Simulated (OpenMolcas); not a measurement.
# Ionisation energies of iridium

| Quantity | Value |
| --- | --- |
| Program | OpenMolcas |
| Basis | ANO-RCC-VQZP [9s8p6d4f2g1h] |
| Scalar Hamiltonian | DKH2, point nucleus |
| Spin-orbit coupling | state interaction with AMFI integrals over the reference wave functions, term energies averaged over their components |

Active shells in each charge state: the valence d, s shells, with orbitals averaged over the low states. Where CASPT2's correlated closed shells are named, they are those of the first ion.

A. CASSCF
B. SS-CASPT2, IPEA 0.25 Eh, imaginary shift 0.1 Eh (closed shells correlated: 5s 5p)
C. MS-CASPT2, IPEA 0.25 Eh, imaginary shift 0.1 Eh (closed shells correlated: 5s 5p)
D. SS-CASPT2, IPEA 0.25 Eh, imaginary shift 0.1 Eh (closed shells correlated: 4f 5s 5p)
E. SS-CASPT2, IPEA 0 Eh, imaginary shift 0.1 Eh (closed shells correlated: 5s 5p)
F. MS-CASPT2, IPEA 0 Eh, imaginary shift 0.1 Eh (closed shells correlated: 5s 5p)

Energies in eV between the lowest computed levels, named as in B; reference values from the NIST Atomic Spectra Database with their kind.

```
             From               To       A       B       C       D       E       F  Spin-orbit share in B                Reference
Ir 5d7 6s2 4F 9/2   Ir+ 5d7 6s 5F5   6.911   9.286   9.286   9.304   9.358   9.358                 +0.177         8.967 (measured)
   Ir+ 5d7 6s 5F5  Ir2+ 5d7 4F 9/2  15.887  17.343  17.343  17.427  17.422  17.422                 -0.286  17.000 (semi-empirical)
```

Error against the reference values, in %:

```tsv
From	Reference	A	B	C	D	E	F
Ir	measured	-22.9	+3.6	+3.6	+3.8	+4.4	+4.4
Ir+	semi-empirical	-6.5	+2.0	+2.0	+2.5	+2.5	+2.5
```

Absolute error against the one measured value: A 2.06 eV, B 0.32 eV, C 0.32 eV, D 0.34 eV, E 0.39 eV, F 0.39 eV.

The lowest level within the active space need not be the ion's true ground level.
